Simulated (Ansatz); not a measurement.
Born–Oppenheimer molecular dynamics of FH8NSi3 (13 atoms, charge 0, multiplicity 1). It starts from a relaxed structure.

The calculation used RKS LDA/STO-3G in Ansatz 0.2.0.

```yaml
ensemble: NVT, Nosé–Hoover chain
time_step: 0.5 fs
steps_asked: 150
set_temperature: 300 K
thermostat: time constant 100 fs, chain length 3 (defaults)
seed: 269898
```

First frame:

```xyz
13
Properties=species:S:1:pos:R:3
Si 0.027 -0.075 -0.011
Si -0.111 0.186 2.229
H -1.433 0.623 2.635
H 0.164 -1.063 2.913
H 0.841 1.171 2.707
N 1.734 -0.215 -0.372
H 1.972 -0.383 -1.377
H 2.334 0.573 -0.040
F -0.631 1.239 -0.770
Si -0.927 -1.968 -0.794
H -0.636 -3.091 0.076
H -2.370 -1.844 -0.878
H -0.438 -2.296 -2.120
```

(1) How far do the bonds stretch over the last three quarters of this one trajectory? (Pairs bonded in most of those frames.)

Results:

(1) 
```tsv
bond	mean (Å)	spread (Å)	shortest	longest
Si1–Si2	2.265	0.024	2.23	2.30
Si1–N6	1.750	0.027	1.72	1.80
Si1–F9	1.656	0.007	1.64	1.67
Si1–Si10	2.263	0.010	2.25	2.29
Si2–H3	1.453	0.015	1.43	1.47
Si2–H4	1.453	0.015	1.43	1.47
Si2–H5	1.453	0.013	1.43	1.47
N6–H7	1.045	0.014	1.02	1.08
N6–H8	1.046	0.012	1.02	1.07
Si10–H11	1.458	0.037	1.40	1.51
Si10–H12	1.451	0.041	1.39	1.51
Si10–H13	1.456	0.022	1.42	1.49
```

Mean temperature of the second half: 151 K. The conserved energy stayed within 0.19 meV per atom of its start (net change 0.024 meV per atom), so the integration is sound. The mean temperature of the second half is 50 % below the set value. A run of 0.075 ps of so small a system gives no equilibrium averages. Limits of this set-up: minimal basis.

The run took 4.6 min on 1 thread of Arm Neoverse V2 (shared host), peak memory 0.098 GiB.
